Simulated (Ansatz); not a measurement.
CH4ClFOSi, SMILES `O[SiH](F)CCl`, relaxed with RKS PBE0-D4/def2-TZVP in the Gaussian-basis code of Ansatz from a PBE-D4/def2-SVP geometry. The force threshold is 0.005 eV/Å; the program also tests the step.

Total charge 0; spin multiplicity 1.

Start:

```xyz
9

O    -0.567    0.763   -1.599
Si   -0.776    0.447    0.016
F    -0.581    1.796    0.924
C     0.553   -0.786    0.573
Cl    2.118   -0.324   -0.226
H     0.380    0.750   -1.846
H    -2.167   -0.044    0.226
H     0.317   -1.824    0.264
H     0.722   -0.777    1.668
```

(1) By how much does the energy fall, and how many steps does the optimiser take? (Estimate.)

(2) Which bonds change most? (Best estimate.)

(3) Give the relaxed structure. (Best estimate.)

Results:

(1) Computed: 0.09 eV, in 8 steps.

(2) Ansatz gave: Si2–F3 from 1.637 to 1.594 Å; O1–Si2 from 1.659 to 1.624 Å; C4–Cl5 from 1.817 to 1.791 Å; Si2–C4 from 1.897 to 1.874 Å.

(3) Ansatz gave: 
```xyz
9

O    -0.604    0.721   -1.583
Si   -0.740    0.439    0.011
F    -0.513    1.770    0.859
C     0.553   -0.791    0.582
Cl    2.141   -0.314   -0.095
H     0.286    0.823   -1.930
H    -2.116   -0.030    0.263
H     0.339   -1.800    0.227
H     0.654   -0.818    1.667
```
